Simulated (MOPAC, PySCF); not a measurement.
H₅BGeSi, SMILES `[BH2][Ge][SiH3]` (lower singlet), neutral singlet in the gas phase. This singlet lies 0.64 eV below the relaxed triplet at the level frozen-core CCSD(T)/cc-pVTZ // PBE0-D3(BJ)/def2-TZVP (Ansatz).

Cartesian coordinates (Å):
SMILES: [SiH3][Ge][BH2]
```xyz
8

B      1.3322    -0.1833     0.4761
Ge     0.5000     0.7173     2.0193
Si    -0.9846     0.1514     0.0653
H      1.4146    -1.3820     0.4221
H      1.8271     0.4488    -0.4198
H     -1.5420     1.4745    -0.3188
H     -2.0347    -0.6985     0.6846
H     -0.5128    -0.5282    -1.1753
```
Charge 0, multiplicity 1.

All levels are single points at this geometry (PBE0-D3(BJ)/def2-TZVP); Pople sets use spherical d functions. Orbital energies aren't observables, and empty levels follow the basis.

| level | HOMO (eV) | LUMO (eV) | gap (eV) | dipole (D) | vertical IE, Delta-SCF (eV) |
|---|---|---|---|---|---|
| PBE0-D3(BJ)/def2-TZVP in PySCF | -6.60 | -2.97 | 3.63 | 0.69 | – |
| PBE/6-31G* in PySCF | -5.44 | -3.68 | 1.76 | 0.39 | 8.46 |
| SVWN5/6-31G* in PySCF | -5.53 | -3.87 | 1.66 | 0.32 | 8.64 |
| HF/3-21G in PySCF | -8.91 | 0.11 | 9.02 | 1.05 | – |
| HF/6-31G* in PySCF | -8.79 | 0.18 | 8.98 | 0.49 | 7.76 |
| PM6 in MOPAC | -8.33 | -2.08 | 6.25 | 1.23 | – |
